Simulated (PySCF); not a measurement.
Vertical excitations of a molecule C2H8AlNO from TDDFT-PBE/def2-SVPD (PySCF), as energy in eV (oscillator strength): 4.99 (0.029), 5.53 (0.052), 6.23 (0.037), 6.32 (0.000), 6.36 (0.020), 6.48 (0.042), 6.54 (0.025), 6.66 (0.091), 6.84 (0.031), 6.97 (0.017). Lowest triplet (TDA): 4.75 eV. The structure is a stationary point at PBE0-D3(BJ)/def2-SVP. The values are those of a single conformer.

Which molecule gave these data?
(A) C[CH2][Al]([NH2])[OH]
(B) CC[O][AlH][NH2]
(C) C[NH][Al]([CH3])[OH]
(D) C[NH][AlH][O]C

A, C[CH2][Al]([NH2])[OH]
